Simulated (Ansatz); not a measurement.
# From N to Sb: the vertical ionisation energy

Gas-phase molecules, one atom swapped for its congeners: NH3 (ammonia) `N`; PH3 (phosphine) `P`; AsH3 `[AsH3]`; SbH3 (stibine) `[SbH3]`. All are singlets with charge 0.

Shapes, held fixed at every level: PBE0-D4/def2-TZVP. Programs: Ansatz 0.2.0. Values in eV.

Task: How should the vertical ionisation energy change along the series?

Result: At CCSD(T)/def2-TZVPP the vertical ionisation energy falls at every step, from 10.78 to 9.90 eV. Every level shows the same order. Measured values: NIST CCCBDB. For atoms past krypton def2 sets carry core potentials with scalar relativity. Relativity is left out for As. Outer-core shells of As, Sb are correlated in most correlated rows, in sets that cover them unevenly. The lone pairs of the heavier congeners lie higher, so an electron comes off more easily.

```
             level    NH3    PH3   AsH3  SbH3
 PBE-D4/def2-TZVPP  10.87  10.50  10.41  9.87
PBE0-D4/def2-TZVPP  10.76  10.50  10.41  9.89
wB97X-V/def2-TZVPP  10.87  10.56  10.45  9.93
 B2PLYP/def2-TZVPP  10.81  10.50  10.42  9.93
    MP2/def2-TZVPP  10.86  10.45  10.37  9.94
   CCSD/def2-TZVPP  10.70  10.49  10.36  9.86
CCSD(T)/def2-TZVPP  10.78  10.54  10.41  9.90
          measured  10.82      –      –     –
```
